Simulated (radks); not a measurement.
Kinetic energies: the exact non-interacting value of the Kohn-Sham orbitals and orbital-free approximations, as 100 (|E| - |E exact|)/|E exact|, negative where the magnitude is too small. Species: Yb [Xe] 4f14 6s2; Se4+ [Ar] 3d10 4s2. Calculated with a radial shooting solver on a logarithmic mesh with Libxc functionals: non-relativistic Kohn-Sham, LDA (Slater exchange, Perdew-Wang correlation), spin-polarised, spherical densities, point nucleus. Every spin shell is full or empty, so the densities are truly spherical. Functionals are evaluated on that one density, not self-consistently.

functional            Yb     Se4+
exact (hartree)  13382.8  2392.18
Thomas-Fermi       -4.89    -6.04
TF + vW           +32.16   +41.30
TF + vW/5          +2.52    +3.43
LC94               -0.06    -0.02
APBEK              -0.02    +0.06
revAPBEK           +0.12    +0.29
Perdew 92          -0.77    -0.77
Pearson            -0.95    -1.15
LKT               +16.67   +22.30
PG1               +13.00   +17.64
DePristo-Kress     -0.26    -0.12
